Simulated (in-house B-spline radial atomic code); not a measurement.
Whole-atom quantities along the 49-electron series, configuration 1s2 2s2 2p6 3s2 3p6 3d10 4s2 4p6 4d10 4f5/2(1) 5s2. Breit and QED terms are first order and not part of the total energy; the density at the nucleus is averaged over the nuclear charge. Computed with a B-spline radial code for spherical atoms: Dirac-Hartree-Fock, jj configuration that fills j = l - 1/2 first, finite nuclei.

```json
{"ion": "Nd11+", "Z": "60", "E/Z² (Eh)": "-2.6649", "Σ<r²> (bohr²)": "14.513", "n(0)/Z³ (bohr⁻³)": "1.9833", "Lamb diamagnetic shielding (ppm)": "6832.36", "repulsion over attraction": "0.13655", "Breit energy (eV)": "222.85", "self-energy (eV)": "174.67", "vacuum polarisation (eV)": "-25.791"}
{"ion": "Pm12+", "Z": "61", "E/Z² (Eh)": "-2.6828", "Σ<r²> (bohr²)": "13.526", "n(0)/Z³ (bohr⁻³)": "2.0465", "Lamb diamagnetic shielding (ppm)": "6988.86", "repulsion over attraction": "0.1348", "Breit energy (eV)": "235.87", "self-energy (eV)": "185.51", "vacuum polarisation (eV)": "-27.785"}
{"ion": "Sm13+", "Z": "62", "E/Z² (Eh)": "-2.7006", "Σ<r²> (bohr²)": "12.646", "n(0)/Z³ (bohr⁻³)": "2.1055", "Lamb diamagnetic shielding (ppm)": "7146.47", "repulsion over attraction": "0.13307", "Breit energy (eV)": "249.41", "self-energy (eV)": "196.87", "vacuum polarisation (eV)": "-29.905"}
```
